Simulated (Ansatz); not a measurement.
Calculated with Ansatz (gas phase, PBE0-D4/def2-TZVP geometries, no zero-point term in ΔE). CCSD(T)/CBS is the MP2 limit (def2-TZVPP, def2-QZVPP) plus CCSD(T) − MP2 in def2-TZVPP, frozen cores. This one scheme is used for every species. Functionals use def2-TZVPP. def2 core potentials past Kr. For Sn outer-core shells are correlated without core-valence functions, which leaves a few kJ/mol of doubt a bond. Each species was taken in one conformer, which may not be the lowest.

`C[O][Sn]([F])([F])[F]` + H₂O → `[OH][Sn]([F])([F])[F]` + CH₃OH  (formal hydrolysis of the Sn–O bond)

```tsv
level	ΔE (kJ/mol)	difference from CCSD(T)/CBS
PBE-D4	-1.6	-3.9
r2SCAN-D4	-2.3	-4.6
PBE0-D4	-2.7	-5.0
r2SCANh-D4	-2.7	-5.0
ωB97M-V	-3.2	-5.5
B2PLYP	-2.9	-5.2
LC-ωPBE	-5.7	-8.0
RPA@PBE/def2-TZVPP	-0.2	-2.5
SCS-MP2/def2-QZVPP	0.7	-1.6
CCSD/CBS(def2)	1.0	-1.3
CCSD(T)/CBS	2.3	0
```

Question: What do rigid-rotor, harmonic-oscillator terms from PBE0-D4/def2-TZVP frequencies (298.15 K, 1 bar) make of the CCSD(T)/CBS value? (Estimate.)

Answer: Computed: ΔZPE = +3.4 kJ/mol, ΔH = +3.1 kJ/mol, ΔS = 9 J/(mol·K), ΔG = +0.5 kJ/mol. Modes under 50 cm⁻¹ make the entropy rough.

Largest T1 diagnostic among the species: 0.015.

In def2-TZVPP, CCSD(T) changes the Hartree–Fock value by +6.9 kJ/mol (the triples alone add +1.3 kJ/mol) and MP2 by +7.8 kJ/mol. The D4 term adds +4.9 kJ/mol with B3LYP and +2.8 kJ/mol with PBE0; it sums over pairs of atoms, weighted by their polarisabilities, and B3LYP, whose exchange is more repulsive, gets the larger term.

B3LYP here is the variant with VWN-RPA as its local correlation; programs differ in this.
